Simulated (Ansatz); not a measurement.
C5H9NO, charge +1, doublet, geometry from GFN2-xTB (a state made from the parent by changing its charge; the spin is typed, not shown lowest), with bond 8-1 at 2.4 times its length; CASSCF(5,6)/STO-3G run with Ansatz (a quantum-chemistry and plane-wave program).

Ansatz was given this input:
Ansatz 0.2 input:
```yaml
crystal:
  periodic: [false, false, false]
  atoms:
    - {symbol: C, position_ang: [2.08302704, -0.15660778, 0.01836573]}
    - {symbol: N, position_ang: [0.71308437, 0.16109962, -0.05695930]}
    - {symbol: C, position_ang: [0.15668930, 1.20032155, -0.83221456]}
    - {symbol: C, position_ang: [-1.35417688, 0.98004855, -0.83676270]}
    - {symbol: C, position_ang: [-1.60195680, -0.11554125, 0.19291094]}
    - {symbol: C, position_ang: [-0.25610345, -0.68055644, 0.53626293]}
    - {symbol: O, position_ang: [0.04859315, -1.62964785, 1.19021858]}
    - {symbol: H, position_ang: [3.57011221, 1.97617101, -0.28404848]}
    - {symbol: H, position_ang: [2.37492152, -0.87123374, -0.76725731]}
    - {symbol: H, position_ang: [2.27612462, -0.66620135, 0.96884142]}
    - {symbol: H, position_ang: [0.59368176, 1.23333478, -1.84050538]}
    - {symbol: H, position_ang: [0.41876206, 2.17508740, -0.38436153]}
    - {symbol: H, position_ang: [-1.90611348, 1.89152422, -0.60366639]}
    - {symbol: H, position_ang: [-1.68454322, 0.67122825, -1.83176837]}
    - {symbol: H, position_ang: [-2.03433200, 0.27132438, 1.12194959]}
    - {symbol: H, position_ang: [-2.28635792, -0.89361614, -0.14999966]}
basis:
  gaussian:
    orbitals: STO-3G
hamiltonian:
  xc: hf
total_charge: 1
correlation: {active_space: {window: {electrons: 5, orbitals: 6}}}
magnetization: {spin_polarized: false, initial_magnetization: 1}
```

Output, abridged:

```
Functional definition: HF
625 factors; integrals over basis functions are off by at most 3.9e-5 eV
mean field evaluation 1: about -8684.0624 eV, gradient 3.6e1 eV
mean field evaluation 2: about -8684.4873 eV, gradient 3.6e1 eV
mean field evaluation 4: about -8688.8168 eV, gradient 1.5e1 eV
mean field evaluation 8: about -8691.4454 eV, gradient 3.7e0 eV
mean field evaluation 16: about -8691.8321 eV, gradient 7.6e-2 eV
mean field evaluation 32: about -8691.8349 eV, gradient 1.2e0 eV
mean field -8691.83223277 eV, -319.4189430188 hartree, gradient 1.3e-6 eV, S^2 0.750000; 2 other end points of the search recorded, 0 dependent functions left out
reference -8691.83223277 eV, -319.4189430188 hartree; 27, 26 occupied and 17, 18 virtual orbitals, 625 factors
state -8695.20290236 eV, -319.5428128414 hartree
1 active orbitals were swapped for others, from the solution at -8695.19875053 eV, -319.5426602645 hartree to that at -8695.20290236 eV, -319.5428128414 hartree; typed "places" are swapped only where nearly empty or full, and so, without "given_window_search", are "orbital_numbers", "shells" and a window whose orbitals a file names under [Active]
Total energy: -8695.20290236 eV, -319.5428128414 hartree
```
